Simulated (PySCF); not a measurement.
**Telling isomers of C7H13BO2 apart by NMR**

PySCF 2.14 calculation with geometry: PBE0-D3(BJ)/def2-SVP and GIAO PBE0/pcSseg-1 shieldings; non-relativistic, one computed conformer, in vacuum, one averaged value for each set of equivalent atoms.

Scale: ¹H, ¹³C vs TMS (reference shieldings calculated alike). Where no couplings were computed, multiplicities follow the n + 1 count of equivalent neighbours, and m marks all less simple cases (inequivalent or close neighbours, rings, F or P nearby). Carbons bonded to boron are broad in practice. Shifts are as computed. Against solution values, carbons near 30 ppm lie about +2 ppm off and those near 130 ppm about +5 ppm. Of 1211 compounds with measured shifts, 218 miss one by over three times the rms of a fit or turn the order of signals round; such compounds aren't used in these exercises. OH and NH positions are gas-phase values without hydrogen bonding to other molecules.

(1) Tabulate the signals of `C[C@@H]1CC2(CC2)[C@@H]1B(O)O`, `C=C(C)CB(O)OC1CC1`, `OB(O)[C@@H]1CC[C@H]2C[C@@H]1C2` and their relative energies.

(2) What is the quickest way to tell C=C(C)CB(O)OC1CC1 from OB(O)[C@@H]1CC[C@H]2C[C@@H]1C2?

(3) What is the quickest way to tell C[C@@H]1CC2(CC2)[C@@H]1B(O)O from OB(O)[C@@H]1CC[C@H]2C[C@@H]1C2?

(4) What is the quickest way to tell C[C@@H]1CC2(CC2)[C@@H]1B(O)O from C=C(C)CB(O)OC1CC1?

Results:

(1) 
```tsv
SMILES	carbon types	δC	δH	E rel. (kcal/mol)
C[C@@H]1CC2(CC2)[C@@H]1B(O)O	1×C 2×CH 3×CH2 1×CH3	40.3, 31.4, 28.9, 21.9, 18.4, 14.4, 10.6	3.50 (br s, 2H), 2.49 (m, 1H), 2.05 (m, 1H), 1.96 (m, 1H), 1.95 (m, 1H), 1.20 (m, 1H), 1.19 (d, 3H), 0.23 (m, 1H), 0.19 (m, 1H), 0.18 (m, 1H)	18.6
C=C(C)CB(O)OC1CC1	1×C 1×CH 4×CH2 1×CH3	152.5, 117.9, 47.7, 27.7, 26.5, 8.9	5.07 (m, 1H), 4.99 (m, 1H), 3.78 (m, 1H), 3.65 (br s, 1H), 1.88 (s, 2H), 1.87 (s, 3H), 0.57 (m, 2H), 0.46 (m, 2H)	25.8
OB(O)[C@@H]1CC[C@H]2C[C@@H]1C2	3×CH 4×CH2	40.9, 36.0, 35.7, 31.8, 29.4, 27.0, 19.0	3.84 (br s, 2H), 2.07 (m, 1H), 2.06 (m, 1H), 2.00 (m, 1H), 1.95 (m, 1H), 1.93 (m, 1H), 1.85 (m, 1H), 1.85 (m, 1H), 1.72 (m, 1H), 1.56 (m, 1H), 1.26 (m, 1H), 0.85 (m, 1H)	0.0
```

Energies are electronic energies at PBE0/pcSseg-1 on these geometries, without zero-point or thermal terms, each for the one conformer computed, which needn't be the lowest.

(2) Count the carbon signals: 6 against 7. The first has a fully substituted alkene carbon (C) at 152.5 ppm, the second an sp3 CH bonded to B at 27.0 ppm. Their most deshielded carbons lie at 152.5 and 40.9 ppm. In the proton spectra the most deshielded non-exchanging signals are 5.07 (m, 1H) and 2.07 (m, 1H).

(3) Both give the same number of carbon signals, but DEPT or the intensities differ. The first has a methyl carbon (CH3) at 21.9 ppm, the second an sp3 CH2 in a ring at 29.4 ppm. Their most deshielded carbons lie at 40.3 and 40.9 ppm. In the proton spectra the most deshielded non-exchanging signals are 2.49 (m, 1H) and 2.07 (m, 1H).

(4) Count the carbon signals: 7 against 6. The first has a three-membered-ring carbon (C) at 18.4 ppm, the second a fully substituted alkene carbon (C) at 152.5 ppm. Their most deshielded carbons lie at 40.3 and 152.5 ppm. In the proton spectra the most deshielded non-exchanging signals are 2.49 (m, 1H) and 5.07 (m, 1H).
